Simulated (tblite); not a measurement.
Species: C7H13BSe.
SMILES with atom numbers: `[CH:1]#[C:2][C@H:3]([CH2:4][BH:5][CH3:6])[Se:7][CH2:8][CH3:9]` (hydrogens: H10 on C1; H11 on C3; H12, H13 on C4; H14 on B5; H15, H16, H17 on C6; H18, H19 on C8; H20, H21, H22 on C9)

Computed with GFN2-xTB (tblite), gas phase: L-BFGS steps from a force-field or distance-geometry start until the largest atomic force falls under 0.01 eV/Å.

Step 41: E = -705.5957 eV
```
atom  x, y, z in Å  |  force x, y, z in eV/Å
C1     -0.6268   -2.3961   -0.1808   -0.004   0.008   0.006
C2     -0.4118   -1.2224   -0.2984   -0.038  -0.004   0.022
C3     -0.1492    0.1768   -0.4901    0.005  -0.022  -0.008
C4     -1.3536    0.9083   -1.0761    0.035  -0.001  -0.024
B5     -2.6230    1.0595   -0.1539   -0.002  -0.011  -0.015
C6     -2.6270    0.7339    1.3805    0.000   0.006  -0.019
Se7     1.4403    0.3701   -1.7381   -0.037   0.019   0.010
C8      2.6978   -0.7343   -0.7002    0.033   0.001   0.031
C9      3.0937   -0.0892    0.6132    0.012  -0.004  -0.011
H10    -0.8436   -3.4160   -0.0602    0.028   0.016   0.002
H11     0.1724    0.6432    0.4471   -0.006  -0.013  -0.018
H12    -1.0367    1.9213   -1.3541    0.013   0.024  -0.018
H13    -1.6252    0.4303   -2.0222   -0.016  -0.009  -0.013
H14    -3.5843    1.5135   -0.6479   -0.027   0.017  -0.005
H15    -1.8869    0.0038    1.7003   -0.029   0.005  -0.013
H16    -2.4052    1.6654    1.9066   -0.015  -0.027   0.033
H17    -3.6031    0.4101    1.7366    0.037   0.012   0.020
H18     2.2028   -1.6961   -0.5514    0.015  -0.001   0.017
H19     3.5707   -0.8720   -1.3400   -0.041  -0.006  -0.035
H20     3.7787   -0.7387    1.1557    0.009   0.003  -0.009
H21     3.5874    0.8637    0.4307   -0.006   0.002   0.033
H22     2.2222    0.0836    1.2419    0.035  -0.015   0.013
```

Step 42: E = -705.5965 eV
```
atom  x, y, z in Å  |  force x, y, z in eV/Å
C1     -0.6251   -2.3989   -0.1793   -0.005  -0.004   0.005
C2     -0.4137   -1.2245   -0.2955   -0.030  -0.007   0.014
C3     -0.1501    0.1745   -0.4874   -0.019  -0.027   0.011
C4     -1.3544    0.9069   -1.0736    0.055  -0.007  -0.029
B5     -2.6247    1.0633   -0.1542    0.009  -0.008  -0.016
C6     -2.6336    0.7363    1.3794    0.004   0.009  -0.006
Se7     1.4364    0.3672   -1.7371   -0.025   0.027   0.010
C8      2.7001   -0.7330   -0.7030    0.052   0.002   0.060
C9      3.0978   -0.0892    0.6122    0.005  -0.010  -0.029
H10    -0.8388   -3.4197   -0.0606    0.025   0.020   0.004
H11     0.1707    0.6387    0.4511    0.000  -0.003  -0.022
H12    -1.0344    1.9184   -1.3537    0.007   0.026  -0.022
H13    -1.6261    0.4268   -2.0187   -0.018  -0.003  -0.015
H14    -3.5806    1.5233   -0.6516   -0.043   0.020  -0.005
H15    -1.8965    0.0040    1.6994   -0.021  -0.015  -0.011
H16    -2.4090    1.6646    1.9093   -0.011  -0.005   0.029
H17    -3.6109    0.4166    1.7348    0.024   0.001   0.015
H18     2.2089   -1.6968   -0.5531    0.022   0.006   0.009
H19     3.5725   -0.8662   -1.3457   -0.060  -0.007  -0.018
H20     3.7846   -0.7395    1.1526   -0.002   0.014  -0.022
H21     3.5901    0.8650    0.4309   -0.015  -0.014   0.036
H22     2.2266    0.0805    1.2431    0.047  -0.015   0.000
```

Step 43: E = -705.5974 eV
```
atom  x, y, z in Å  |  force x, y, z in eV/Å
C1     -0.6231   -2.4021   -0.1772   -0.006  -0.017   0.005
C2     -0.4170   -1.2267   -0.2915   -0.017  -0.008   0.002
C3     -0.1519    0.1714   -0.4842   -0.042  -0.022   0.025
C4     -1.3550    0.9055   -1.0714    0.053  -0.008  -0.029
B5     -2.6270    1.0677   -0.1551    0.017   0.005  -0.018
C6     -2.6412    0.7393    1.3777    0.008   0.012   0.007
Se7     1.4310    0.3640   -1.7355    0.000   0.028   0.012
C8      2.7035   -0.7315   -0.7053    0.046   0.006   0.066
C9      3.1029   -0.0894    0.6109    0.003  -0.013  -0.035
H10    -0.8324   -3.4238   -0.0610    0.017   0.011   0.009
H11     0.1685    0.6334    0.4554    0.007   0.012  -0.021
H12    -1.0319    1.9157   -1.3535    0.001   0.017  -0.026
H13    -1.6279    0.4227   -2.0150   -0.014   0.007  -0.015
H14    -3.5771    1.5356   -0.6562   -0.049   0.016  -0.001
H15    -1.9075    0.0041    1.6970   -0.009  -0.038  -0.007
H16    -2.4134    1.6632    1.9128   -0.004   0.019   0.021
H17    -3.6191    0.4238    1.7333    0.002  -0.012   0.007
H18     2.2165   -1.6976   -0.5546    0.027   0.011   0.004
H19     3.5735   -0.8595   -1.3529   -0.068  -0.008  -0.001
H20     3.7919   -0.7404    1.1483   -0.003   0.020  -0.029
H21     3.5932    0.8665    0.4319   -0.020  -0.021   0.033
H22     2.2332    0.0764    1.2452    0.050  -0.015  -0.011
```

Q: Estimate the geometry and energy of step 44. (The exact step hangs on the optimiser's Hessian estimate; all steps are aligned on step 43, rigid shifts and turns removed.)

A: E = -705.5982 eV, largest force 0.057 eV/Å
```
atom  x, y, z in Å  |  force x, y, z in eV/Å
C1     -0.6216   -2.4046   -0.1751   -0.006  -0.025   0.004
C2     -0.4212   -1.2283   -0.2874   -0.005  -0.009  -0.010
C3     -0.1547    0.1687   -0.4814   -0.048  -0.007   0.028
C4     -1.3555    0.9046   -1.0704    0.025  -0.001  -0.022
B5     -2.6294    1.0715   -0.1568    0.018   0.022  -0.017
C6     -2.6467    0.7418    1.3757    0.012   0.013   0.015
Se7     1.4259    0.3613   -1.7333    0.025   0.022   0.018
C8      2.7065   -0.7302   -0.7057    0.013   0.009   0.040
C9      3.1079   -0.0900    0.6100    0.006  -0.012  -0.023
H10    -0.8261   -3.4269   -0.0609    0.008  -0.011   0.015
H11     0.1658    0.6293    0.4585    0.011   0.027  -0.012
H12    -1.0306    1.9143   -1.3536    0.000   0.003  -0.029
H13    -1.6301    0.4197   -2.0127   -0.005   0.015  -0.015
H14    -3.5753    1.5465   -0.6603   -0.042   0.006   0.007
H15    -1.9155    0.0038    1.6926    0.001  -0.052  -0.002
H16    -2.4165    1.6619    1.9157    0.005   0.036   0.011
H17    -3.6246    0.4290    1.7327   -0.017  -0.022  -0.004
H18     2.2234   -1.6982   -0.5549    0.025   0.009   0.003
H19     3.5727   -0.8539   -1.3591   -0.056  -0.009   0.009
H20     3.7991   -0.7412    1.1437    0.008   0.015  -0.025
H21     3.5956    0.8674    0.4337   -0.015  -0.015   0.024
H22     2.2405    0.0722    1.2483    0.036  -0.014  -0.015
```

The energy changes by -0.0009 eV. The first-order estimate −F·Δx gives -0.0012 eV and the mean of the old and new forces, exact on a quadratic surface, -0.0008 eV. The step makes an angle of 78° with the force vector and moves no atom by more than 0.012 Å.

What follows is the cost of the whole relaxation. Time: 1.8 s wall. Hardware: one thread, Arm Neoverse N1 (aarch64), shared host.
